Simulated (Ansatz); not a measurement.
`FCBCF` + HI → `FCBI` + `CF` at 500 K and 1 bar (ligand exchange at a B–C bond).

Gas-phase electronic energies from Ansatz, PBE0-D4/def2-TZVP geometries. CCSD(T)/CBS adds triple-zeta CCSD(T) − MP2 to the extrapolated MP2 energy (def2 sets, frozen cores). This one scheme is used for every species. def2 core potentials past Kr. For I outer-core shells are correlated without core-valence functions, which leaves a few kJ/mol of doubt a bond. Each species was taken in one conformer, which may not be the lowest.

```tsv
species	CCSD(T)/CBS energy (Eh)	H − E (kJ/mol)	S (J/(mol·K))
`FCBCF`	-303.45984	228.1	379.1
HI	-298.03592	28.6	221.6
`FCBI`	-461.88901	143.8	360.7
`CF`	-139.63461	122.2	244.8
```

H − E and S are ideal-gas, rigid-rotor, harmonic terms from PBE0-D4/def2-TZVP, for one conformer and one mirror image of each species. 1 Eh = 2625.50 kJ/mol, R = 8.31446 J/(mol·K).

Q: By hand: ΔE, ΔH, ΔS and ΔG.

A: ΔE = (-461.88901) + (-139.63461) − (-303.45984) − (-298.03592) = -0.02786 Eh = -73.1 kJ/mol. Δ(H − E) = 143.8 + 122.2 − 228.1 − 28.6 = 9.3, so ΔH = -63.8 kJ/mol. ΔS = 360.7 + 244.8 − 379.1 − 221.6 = 4.8 J/(mol·K). ΔG = -63.8 − 500 × (4.8)/1000 = -66.2 kJ/mol.

Q: By hand: the equilibrium constant, and the temperature at which ΔG would vanish if ΔH and ΔS stayed fixed.

A: log₁₀ K = −ΔG/(RT ln 10) = 6.9. ΔH and −TΔS have one sign here, so there is no such temperature.

The number of gas molecules stays the same, so ΔS is small and ΔH decides. A doubt of 5 kJ/mol in ΔE shifts log₁₀ K by 0.5 here. Other conformers and mirror images would add mixing entropy, several J/(mol·K) or more a flexible species. These are equilibria of isolated gas molecules and say nothing of rates. Largest T1 diagnostic: 0.012 (customary marks: 0.02 for closed shells, 0.045 for open ones).

ΔS is within the doubt of such terms, so its sign, and with it that verdict, could turn.
